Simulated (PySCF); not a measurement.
Calculation: PBE0-D4/def2-TZVP (PySCF). All species are isolated molecules in the gas phase. Delta-SCF ions had no search for a lower state. 

Reference species (SMILES): `C#CNC` (neutral, multiplicity 1).

```json
{
 "HOMO–LUMO gap": "7.07 eV",
 "vertical ionisation energy (Delta-SCF)": "8.47 eV",
 "dipole_moment": "1.87 D"
}
```

Changed species: `CN=C=C`.

### Question
Give the shifts of the HOMO–LUMO gap, vertical ionisation energy (Delta-SCF) and dipole moment.

### Answer
the HOMO–LUMO gap falls by 0.27 eV, to 6.80 eV; the vertical ionisation energy (Delta-SCF) goes up by 0.36 eV, to 8.83 eV; the dipole moment falls by 0.47 D, to 1.40 D.
